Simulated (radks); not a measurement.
The numbers below are computed, except where a source is named.
Problem. Hg2+, 78 electrons, occupied as [Xe] 4f14 5d10. Code: a radial shooting solver on a logarithmic mesh with Libxc functionals. Model: scalar-relativistic Kohn-Sham, PBEsol, spin-polarised, spherical densities, point nucleus. Some entries of the table are withheld. Estimate them.

orbital,occ.,eigenvalue (eV),<r^2> (bohr^2),<r> (bohr)
1s,2,(1),0.0003807,0.01659
2s,2,(2),0.005796,0.06993
2p,6,-12727.99,0.004899,0.06329
3s,2,(3),0.03735,0.1807
3p,6,-2930.212,(4),0.1822
3d,10,-2313.720,0.03188,0.1651
4s,2,-787.7913,0.1799,0.3993
4p,6,-595.6036,0.2058,0.4256
4d,10,-367.7691,0.2329,0.4490
5s,2,(5),0.9116,0.9015
4f,14,-115.1360,0.2811,0.4826
5p,6,-85.8108,1.221,(6)
5d,10,-28.8107,2.428,1.441

Solution. 
(1) 1s eigenvalue (eV): -83178.44
(2) 2s eigenvalue (eV): -14757.77
(3) 3s eigenvalue (eV): -3516.490
(4) 3p <r^2> (bohr^2): 0.03850
(5) 5s eigenvalue (eV): -137.4730
(6) 5p <r> (bohr): 1.039
